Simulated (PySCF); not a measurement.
Computed shifts of a molecule C₂H₇AlOS, PBE0/pcSseg-1 (PySCF), GIAO, gas phase, equivalent atoms averaged, in ppm (number of nuclei): ¹³C: 14.1 (1), -10.8 (1). ¹H: 2.62 (3), 2.54 (1), 0.03 (3). References: ¹³C against TMS (σ = 186.3 ppm); ¹H against TMS (σ = 31.56 ppm); ¹⁷O against H2O (σ = 334.2 ppm); ³³S against H2S (σ = 716.7 ppm), references at their B3LYP-D3(BJ)/def2-TZVP geometries, non-relativistic. The structure is a stationary point at TPSSh-D3(BJ)/def2-SVP. One conformer was computed; it need not be the lowest.

Question: Which structure fits?
A) C[O][AlH][S]C
B) C[O][Al]([CH3])[SH]
C) C[S][Al]([CH3])[OH]

Answer: C, C[S][Al]([CH3])[OH]
